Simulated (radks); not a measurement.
Results of a calculation; reference values are marked as such.
The nuclear charge of the thallium ion Tl2+ is varied continuously with 79 electrons held in [Xe] 4f14 5d10 6s1. Code: a radial shooting solver on a logarithmic mesh with Libxc functionals. Model: scalar-relativistic Kohn-Sham, r2SCAN, spin-polarised, spherical densities, finite nucleus; open shells are filled with parallel spins first (spin-orbit coupling, left out, can overturn this in heavy ions); meta-GGA in the generalised Kohn-Sham scheme; Fermi nuclear charge, rms radius 5.4759 fm. By the Hellmann-Feynman theorem dE/dZ = E(electron-nucleus)/Z, the electronic potential at the nucleus (averaged over a nucleus of fixed radius). The scalar-relativistic energy here is not variational (the density holds large components alone), so the two differ by a part that grows with Z.

| Z | E (hartree) | E(electron-nucleus)/Z (hartree) | HOMO | e(HOMO) (eV) | <r> HOMO (bohr) |
|---|---|---|---|---|---|
| 80.5 | -19929.4534 | -616.486 | 6s | -20.559 | 2.358 |
| 81 | -20242.1141 | -622.464 | 6s | -26.092 | 2.252 |
| 81.5 | -20557.8400 | -628.462 | 6s | -31.980 | 2.161 |
| 82 | -20876.6435 | -634.483 | 6s | -38.207 | 2.079 |

The central difference of E at Z = 81 is -628.387 hartree, to compare with the third column; the second derivative is -12.3 hartree.
